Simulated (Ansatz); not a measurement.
Reactions of H₈N₂O₃Si₂ (`N[SiH](O)O[SiH](N)O`).

Computed with Ansatz on PBE0-D4/def2-TZVP structures; ΔE is electronic, products minus reactants. CCSD(T)/CBS adds triple-zeta CCSD(T) − MP2 to the extrapolated MP2 energy (def2 sets, frozen cores). This one scheme is used for every species. DFT in def2-TZVPP. Open shells (•) are unrestricted, without spin–orbit coupling. Elements past krypton have def2 core potentials. For Br, Ge, Sn outer-core shells are correlated without core-valence functions, which leaves a few kJ/mol of doubt a bond. Scalar relativity is left out up to krypton. Each species was taken in one conformer, which may not be the lowest.

```json
{"reaction": "`N[Si@H](O)O[Si@@H](N)O` → `N[SiH]([O])O`• + `N[SiH]O`•", "CCSD(T)/CBS(def2) (eV)": "6.43"}
{"reaction": "`N[Si@H](O)O[Si@@H](N)O` + `Cl[SiH2][GeH3]` → `N[Si@H](Cl)O[Si@@H](N)O` + `O[SiH2][GeH3]`", "CCSD(T)/CBS(def2) (eV)": "?"}
{"reaction": "`N[Si@H](O)O[Si@@H](N)O` + H₂O → `N[SiH](O)O` + `N[SiH](O)O`", "CCSD(T)/CBS(def2) (eV)": "?"}
{"reaction": "`N[Si@H](O)O[Si@@H](N)O` + `N[SiH2][SnH3]` → `N[SiH](O)[SnH3]` + `N[SiH2]O[SiH](N)O`", "CCSD(T)/CBS(def2) (eV)": "0.19"}
{"reaction": "`N[Si@H](O)O[Si@@H](N)O` + H₂ → `N[SiH2]O[SiH](N)O` + H₂O", "CCSD(T)/CBS(def2) (eV)": "?"}
{"reaction": "`N[Si@H](O)O[Si@@H](N)O` + H–F → `N[Si@H](F)O[Si@@H](N)O` + H₂O", "CCSD(T)/CBS(def2) (eV)": "-0.47"}
{"reaction": "`N[Si@H](O)O[Si@@H](N)O` + `N[SiH](O)Cl` → `N[Si@H](Cl)O[Si@@H](N)O` + `N[SiH](O)O`", "CCSD(T)/CBS(def2) (eV)": "0.05"}
{"reaction": "`N[Si@H](O)O[Si@@H](N)O` + HBr → `N[SiH](O)Br` + `N[SiH](O)O`", "CCSD(T)/CBS(def2) (eV)": "0.33"}
{"reaction": "`N[Si@H](O)O[Si@@H](N)O` → `N[SiH](O)O` + `N[Si]O`", "CCSD(T)/CBS(def2) (eV)": "2.85"}
```

(1) Fill in the missing values. (An estimate is asked.)

Largest T1 diagnostic: 0.015, for `N[SiH]([O])O`•.

## Answers

(1) Computed: `N[Si@H](O)O[Si@@H](N)O` + `Cl[SiH2][GeH3]` → `N[Si@H](Cl)O[Si@@H](N)O` + `O[SiH2][GeH3]`: +0.21 eV; `N[Si@H](O)O[Si@@H](N)O` + H₂O → `N[SiH](O)O` + `N[SiH](O)O`: +0.28 eV; `N[Si@H](O)O[Si@@H](N)O` + H₂ → `N[SiH2]O[SiH](N)O` + H₂O: +1.03 eV.
